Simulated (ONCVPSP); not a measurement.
Reading a pseudo-wave (lithium)

Columns: radius, all-electron u(r) and pseudo u(r) of the 2s shell (level -2.87 eV) of lithium in the configuration [He] 2s1; PBE, scalar-relativistic, ONCV scheme, ONCVPSP 4.0.1.

| r (bohr) | all-electron | pseudo |
| --- | --- | --- |
| 0.120 | -0.1355 | 0.0148 |
| 0.240 | -0.1846 | 0.0300 |
| 0.360 | -0.1833 | 0.0463 |
| 0.480 | -0.1533 | 0.0640 |
| 0.600 | -0.1075 | 0.0835 |
| 0.720 | -0.0538 | 0.1049 |
| 0.840 | 0.0029 | 0.1285 |
| 0.960 | 0.0595 | 0.1542 |
| 1.080 | 0.1143 | 0.1817 |
| 1.200 | 0.1661 | 0.2108 |
| 1.320 | 0.2142 | 0.2411 |
| 1.440 | 0.2581 | 0.2724 |
| 1.560 | 0.2979 | 0.3040 |
| 1.680 | 0.3335 | 0.3355 |
| 1.800 | 0.3653 | 0.3659 |
| 1.920 | 0.3941 | 0.3942 |
| 2.040 | 0.4198 | 0.4198 |
| 2.160 | 0.4423 | 0.4423 |
| 2.280 | 0.4615 | 0.4615 |
| 2.400 | 0.4777 | 0.4777 |
| 2.520 | 0.4910 | 0.4910 |
| 2.640 | 0.5015 | 0.5015 |
| 2.760 | 0.5094 | 0.5094 |
| 2.880 | 0.5149 | 0.5149 |
| 3.000 | 0.5182 | 0.5182 |
| 3.120 | 0.5194 | 0.5194 |

(1) How many radial nodes do the two functions have?

(2) At about which radius was the pseudo-wave matched?

(3) Is the pseudo-wave norm-conserving?

## Answers

(1) The all-electron 2s function has n − l − 1 = 1; the pseudo-wave has 0, since the states of the same l below it are removed with the core.

(2) 2.30 bohr. The columns agree to 0.0005 from 1.92 bohr on; several derivatives are matched, so the curves merge somewhat inside the radius.

(3) Yes: the ONCV scheme keeps the norm inside the radius equal to the all-electron one, which fixes the energy derivative of the logarithmic derivative at the level.
